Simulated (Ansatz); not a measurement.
Energy needed to pull apart CHClOSi, closed shell, into free ground-state atoms, from the structure below (displaced at random from a GFN2-xTB minimum); no zero-point or spin–orbit terms; open-shell atoms are treated unrestricted, in their ground-state multiplicity.

```
5
angstrom
O -0.5546 1.7338 0.0955
Si -0.1307 0.1680 0.0948
C 0.8839 -1.2769 0.1472
Cl 0.2324 -2.9737 0.2411
H -0.4812 2.4107 -0.5310
```

Program: Ansatz 0.2.0. Basis: def2-TZVPP. Cores are frozen in the correlated methods.

| method | atomization energy (kJ/mol) |
| --- | --- |
| PBE-D4 | 1643 |
| r2SCAN-D4 | 1560 |
| PBE0-D4 | 1531 |
| LC-wPBE | 1461 |
| wB97X-V | ? |
| wB97M-V | ? |
| HF | 810 |
| MP2 | 1567 |
| CCSD | 1410 |
| CCSD(T) | 1487 |

Question: What does wB97M-V give? (To be estimated.)

Answer: Computed: 1525 kJ/mol, which is about 38 kJ/mol more than CCSD(T)/def2-TZVPP.

Question: What does wB97X-V give? (Judge from chemistry; the value comes from the calculation.)

Answer: Computed: 1501 kJ/mol, which is about 14 kJ/mol more than CCSD(T)/def2-TZVPP.

In triple zeta the MP2 and coupled-cluster atomization energies are still short of their basis limit by a few kcal/mol a bond, whereas those of the functionals are nearly converged, so these differences are not deviations from converged CCSD(T).

The T1 diagnostic stays at or below 0.023. The restricted Hartree–Fock reference is unstable towards an unrestricted one here.

For scale, one of the runs: CCSD(T)/def2-TZVPP forces, 160 basis functions (an equivalent command: `ansatz run in.yaml --threads 4`). Time: 69 s of wall clock on 4 CPU threads; the host was shared. Peak host memory: 2.1 GiB.
